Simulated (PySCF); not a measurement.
CH₅FO₃Si₂.
Bonds: O1–C2 (double), C2–O3, O3–Si4, Si4–F5, C2–Si6, Si6–O7. Hydrogens: H8, H9 on Si4; H10, H11 on Si6; H12 on O7.

Computed, not measured: PBE0-D3(BJ)/def2-SVP geometry optimisation, gas phase in PySCF.

Question: Give the optimised bond lengths and angles.

Answer: 
| bond | length (Å) |
| --- | --- |
| O1=C2 | 1.215 |
| C2–O3 | 1.330 |
| O3–Si4 | 1.717 |
| Si4–F5 | 1.614 |
| C2–Si6 | 1.925 |
| Si6–O7 | 1.656 |
| Si4–H8, Si4–H9 | 1.478 |
| Si6–H10, Si6–H11 | 1.488 |
| O7–H12 | 0.968 |

Bonds in one row agree within 0.01 Å and their mean is given. A selection of angles:
| angle | degrees |
| --- | --- |
| O1–C2–O3 | 121.0 |
| O1–C2–Si6 | 119.8 |
| O3–C2–Si6 | 119.2 |
| C2–O3–Si4 | 115.7 |
| O3–Si4–F5 | 102.4 |
| O3–Si4–H8 | 110.4 |
| F5–Si4–H8 | 108.4 |
| H8–Si4–H9 | 116.0 |
| C2–Si6–O7 | 102.2 |
| C2–Si6–H10 | 109.3 |
| O7–Si6–H10 | 112.7 |
| H10–Si6–H11 | 110.2 |
| Si6–O7–H12 | 111.0 |

Torsions: O1–C2–O3–Si4 1° (synperiplanar); C2–O3–Si4–F5 180° (antiperiplanar); O1–C2–Si6–O7 0° (synperiplanar); H12–O7–Si6–C2 1° (synperiplanar).

The C–O distances run from 1.215 Å (O1=C2, drawn double) to 1.330 Å (C2–O3, drawn single), a spread of 0.115 Å. The 2 O–Si bonds span 1.656 Å (Si6–O7, drawn single) to 1.717 Å (O3–Si4, drawn single), a spread of 0.061 Å. O7 (silanol oxygen) is bent (angle 111.0°). Si4 (fluorine-bound silicon) is distorted tetrahedral (angles from 102.4° to 116.0°). H12 on O7 lies 2.34 Å from O1, 4 bonds away (angle at H 119°; Bondi radii sum to 2.72 Å). Si6 (oxygen-bound silicon) is distorted tetrahedral (angles from 102.2° to 112.9°). The 7 heavy atoms lie in one plane (0.007 Å rms).

Point group: Cs (every atom within 0.08 Å of its image). Not checked by PBE0-D3(BJ)/def2-SVP frequencies. The numbers are those of one conformer (O1–C2–O3–Si4 1°, C2–O3–Si4–F5 180°, O1–C2–Si6–O7 0°, C2–Si6–O7–H 1°).

Time: 2.1 min of wall time; peak memory 0.54 GiB. Hardware: one thread of an Arm Neoverse V1, on a shared host. That covers the optimisation of the geometry.
